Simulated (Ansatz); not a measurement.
`C[CH]1[CH2][Al]1[CH3]` and `[CH3][Al]1[CH2][CH2]1` differ in one atom or group.

Ansatz, PBE0-D4/def2-TZVP geometries, multiplicity 1. 

| property | `C[CH]1[CH2][Al]1[CH3]` |
| --- | --- |
| HOMO–LUMO gap (ωB97M-V/def2-TZVPP) / eV | 8.45 |
| LUMO energy (ωB97M-V/def2-TZVPP) / eV | 0.80 |
| LUMO energy (B3LYP/def2-TZVPP) / eV | -0.97 |
| HOMO energy (B3LYP/def2-TZVPP) / eV | -5.31 |
| LUMO energy (PBE/def2-TZVPP) / eV | -1.52 |
| LUMO energy (PBE0/def2-TZVPP) / eV | -0.74 |

(1) What does the change do to each property? (Best estimate.)

Answers

(1) Computed: 
```
                               property  `[CH3][Al]1[CH2][CH2]1`  shift
HOMO–LUMO gap (ωB97M-V/def2-TZVPP) / eV                     8.64   0.19
  LUMO energy (ωB97M-V/def2-TZVPP) / eV                     0.86   0.06
    LUMO energy (B3LYP/def2-TZVPP) / eV                    -0.92   0.05
    HOMO energy (B3LYP/def2-TZVPP) / eV                    -5.42  -0.11
      LUMO energy (PBE/def2-TZVPP) / eV                    -1.47   0.05
     LUMO energy (PBE0/def2-TZVPP) / eV                    -0.69   0.05
```

With PBE0 the HOMO falls by 0.12 eV and the LUMO rises by 0.05 eV, so the gap widens by about 0.17 eV. PBE moves the HOMO by -0.09 eV and ωB97M-V by -0.13 eV.

B3LYP here is the variant with VWN-RPA as its local correlation; programs differ in this.
